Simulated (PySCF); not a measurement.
This PySCF input asks for the NMR shieldings of SMILES C[C@@H]1[C@H]2CB(Cl)[C@@H]1[C@H]2F, C6H9BClF; the geometry comes from GFN2-xTB.

```python
import basis_set_exchange as bse
import numpy as np
from pyscf import gto, dft
from pyscf.prop import nmr

atoms = """
C     2.027315   -0.464676   -0.603029
C     0.837938   -0.024768    0.228804
C    -0.435864   -0.896064    0.193853
C    -1.315359   -0.238765    1.271303
B    -1.050919    1.284410    0.841062
Cl   -1.604113    2.710955    1.547780
C    -0.100674    1.056913   -0.406001
C    -0.872491   -0.120480   -1.055357
F    -0.353110   -0.562544   -2.244154
H     2.768880    0.331248   -0.631041
H     1.747536   -0.712542   -1.620379
H     2.484900   -1.340899   -0.147132
H     1.187897    0.210649    1.237981
H    -0.379312   -1.980809    0.181801
H    -2.354840   -0.564212    1.201015
H    -0.974042   -0.502076    2.273132
H     0.323187    1.821919   -1.047820
H    -1.945688   -0.001943   -1.233475
"""
names = dict.fromkeys(["C", "B", "Cl", "F", "H"], "pcSseg-1")
basis = {el: gto.basis.parse(bse.get_basis(n, elements=[el], fmt="nwchem")) for el, n in names.items()}
mol = gto.M(atom=atoms, basis=basis, charge=0, verbose=0)
mf = dft.RKS(mol, xc="PBE0")
mf.grids.level = 2
mf.grids.alignment = dft.numint.BLKSIZE   # the property module wants whole blocks of grid points
mf.conv_tol = 1e-9
mf.kernel()

calc = nmr.RKS(mf)   # GIAO
C = mf.mo_coeff
Co = C[:, mf.mo_occ > 0]
resp = mf.gen_response(singlet=True, hermi=2)
def vind(x):   # induced exchange potential for any number of trial vectors
    d = np.einsum("pi,xij,qj->xpq", C, 2 * x.reshape(-1, C.shape[1], Co.shape[1]), Co, optimize=True)
    return np.einsum("xpq,pi,qj->xij", resp(d - d.transpose(0, 2, 1)), C, Co, optimize=True).ravel()
mo1, _ = nmr.rhf.solve_mo1(calc, with_cphf=vind)
sigma = calc.kernel(mo1)
for i, s in enumerate(sigma):   # ppm
    print("%2d %-2s %9.2f" % (i, mol.atom_pure_symbol(i), np.trace(s) / 3))
```

**Question.** What are the results?

**Answer.** 
```
 0 C     166.26
 1 C     136.17
 2 C     140.46
 3 C     151.80
 4 B      25.58
 5 Cl    716.34
 6 C     127.85
 7 C      82.01
 8 F     386.95
 9 H      30.31
10 H      29.26
11 H      30.14
12 H      29.95
13 H      29.33
14 H      30.51
15 H      30.26
16 H      29.53
17 H      27.01
```

These numbers come from an equivalent density-fitted implementation of the same equations, which agrees with the script to about 0.01 ppm for H and up to a few tenths of a ppm for heavy atoms, so last digits may differ.

Size and cost of the density-fitted run: 205 basis functions, 73 s wall time on 1 thread of an Arm Neoverse N1, shared host; peak memory 0.91 GiB.
